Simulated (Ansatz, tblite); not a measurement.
Removing and adding an electron: the cluster Ga2H3. The state is a doublet with charge 0. Geometry: r2SCAN-D4/def2-TZVP. Ansatz, gas phase; energy differences of separate SCF runs; the oxidised species is a singlet (the triplet lies 2.73 eV higher at PBE0-D4/def2-TZVP); the reduced species is a singlet (the triplet lies 0.28 eV higher at PBE0-D4/def2-TZVPD).

```xyz
5

Ga   -0.729   -1.207    0.086
Ga    0.451    0.830   -0.114
H    -1.153   -2.599    0.674
H     1.660    0.862   -1.099
H    -0.229    2.114    0.453
```

The xTB rows come from tblite. Correlated methods freeze 18 core orbitals; core or outer-core shells of Ga are correlated, in sets that lack core-valence functions. The structure comes from a short search, and lower isomers may exist.

```tsv
level	−HOMO (eV)	vertical IE (eV)	−LUMO (eV)	vertical EA (eV)	HOMO–LUMO gap (eV)	IE − EA (eV)	remarks
GFN1-xTB	–	10.16	–	5.61	–	4.55	–
GFN2-xTB	–	10.26	–	–	–	–	–
HF/def2-TZVPP	–	6.31	–	–	–	–	–
PBE-D4/def2-TZVP	4.27	6.95	3.35	–	0.92	–	–
PBE-D4/def2-TZVPD	4.27	–	3.34	1.03	0.93	–	HOMO above zero (-1 singlet), restricted SCF unstable in HF (-1 singlet)
r2SCAN-D4/def2-TZVP	4.58	7.09	3.01	–	1.57	–	–
r2SCAN-D4/def2-TZVPD	4.56	–	2.99	0.95	1.57	–	HOMO above zero (-1 singlet), restricted SCF unstable in HF (-1 singlet)
PBE0-D4/def2-TZVP	5.04	6.94	2.55	–	2.50	–	–
PBE0-D4/def2-TZVPD	5.03	–	2.53	0.95	2.50	–	HOMO above zero (-1 singlet), restricted SCF unstable in HF (-1 singlet)
MP2/def2-TZVPD	–	–	–	0.91	–	–	restricted SCF unstable (-1 singlet)
MP2/def2-TZVPP	–	6.76	–	–	–	–	–
CCSD/def2-TZVPD	–	–	–	0.91	–	–	restricted SCF unstable (-1 singlet)
CCSD/def2-TZVPP	–	6.79	–	–	–	–	–
CCSD(T)/def2-TZVPD	–	–	–	1.03	–	–	restricted SCF unstable (-1 singlet)
CCSD(T)/def2-TZVPP	–	6.84	–	–	–	–	–
```

Run but left out: HF/def2-TZVPD (charge -1 singlet: restricted singlet, unstable towards broken spin symmetry).   A HOMO above zero means that the electron is unbound at that level or that self-interaction error raises the level; the energy of removing that electron tells which. HOMO and LUMO are the levels of the spin that leaves or enters (xTB has no such levels and no spin-polarisation term). Other spin states of the ions may lie lower, which would lower the ionisation energy or raise the affinity. Raw xTB energy differences between charge states are shifted by several eV; the methods need an empirical correction for them.
